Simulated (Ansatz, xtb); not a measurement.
**ClGeH6NSi: which of two isomers lies lower**

Structure X is `N[Si@@H](Cl)[GeH3]`, a singlet and structure Y is `[NH2][GeH2][SiH2]Cl`, a singlet. Both are isolated molecules in the gas phase, relaxed with PBE0-D3(BJ)/def2-SVP; the shapes shown needn't be the lowest conformers.

X (Å):

```
atom    x (Å)    y (Å)    z (Å)
  Cl   0.2624   1.9255  -0.5018
  Ge  -0.2573  -1.3776  -1.7401
   N  -0.3087  -0.5275   1.5005
  Si  -0.7618   0.1612  -0.0067
   H  -0.6012  -0.0848   2.3657
   H   0.6067  -0.9521   1.6041
   H  -2.1975   0.5420   0.0892
   H   1.2333  -1.7584  -1.6478
   H  -1.0955  -2.6634  -1.6114
   H  -0.5154  -0.7475  -3.1189
```

Y (Å):

```xyz
10

Cl    2.4346    2.7128   -2.7324
Ge    0.7084    0.9113   -0.0701
N    -0.5112    0.9964    1.3107
Si    1.0482    2.9922   -1.2031
H    -0.2390    1.6168    2.0693
H    -1.4533    1.2455    1.0197
H     0.1816   -0.1309   -1.0734
H     2.0430    0.4401    0.5361
H     1.5761    4.0440   -0.2824
H    -0.2178    3.5041   -1.8097
```

Quicker runs give these differences E(Y) − E(X): GFN2-xTB +0.277 eV; HF/STO-3G +0.466 eV (at GFN2-xTB geometries); r2SCAN-D4/def2-SVP +0.728 eV (at GFN2-xTB geometries).

**Question.** Estimate E(Y) − E(X) at the level CCSD(T)/def2-SVP + ΔMP2/def2-TZVPP.

**Answer.** Calculated at CCSD(T)/def2-SVP + ΔMP2/def2-TZVPP: E(Y) − E(X) = +0.684 eV, so structure X lies lower.

Level by level:

| level | geometry | E(Y) − E(X) (eV) | departure from the last row (eV) | job, with rough time for the two |
| --- | --- | --- | --- | --- |
| GFN2-xTB | GFN2-xTB | +0.277 | −0.407 | optimisation, 0.64 s |
| HF/STO-3G | GFN2-xTB | +0.466 | −0.218 | single point, 1.4 s |
| r2SCAN-D4/def2-SVP | GFN2-xTB | +0.728 | +0.044 | single point, 8.7 s |
| PBE0-D3(BJ)/def2-SVP | PBE0-D3(BJ)/def2-SVP | +0.724 | +0.041 | optimisation, 94 s |
| HF/def2-SVP | PBE0-D3(BJ)/def2-SVP | +0.704 | +0.020 | part of the CCSD(T) run |
| MP2/def2-SVP | PBE0-D3(BJ)/def2-SVP | +0.710 | +0.026 | part of the CCSD(T) run |
| CCSD(T)/def2-SVP | PBE0-D3(BJ)/def2-SVP | +0.685 | +0.001 | single point |
| CCSD(T)/def2-SVP + ΔMP2/def2-TZVPP | PBE0-D3(BJ)/def2-SVP | +0.684 |  | single point, 81 s |

As drawn, Y has 1 Ge–N, 1 Si–H in place of 1 N–Si, 1 Ge–H.

None of the levels shown reverses the order. The largest departure from CCSD(T)/def2-SVP + ΔMP2/def2-TZVPP is that of GFN2-xTB, 0.407 eV. A small imaginary or near-zero mode remains, so no thermal terms are given. The last row adds to CCSD(T) the change of the MP2 difference between the two basis sets, here −0.001 eV.

The correlated steps freeze 20 core orbitals; the filled d shell of Ge is correlated, in a basis made for valence electrons. Codes used: Ansatz 0.2.0, xtb 6.7.1; the last row on 2 threads of AMD EPYC (Zen 3) on a shared host.
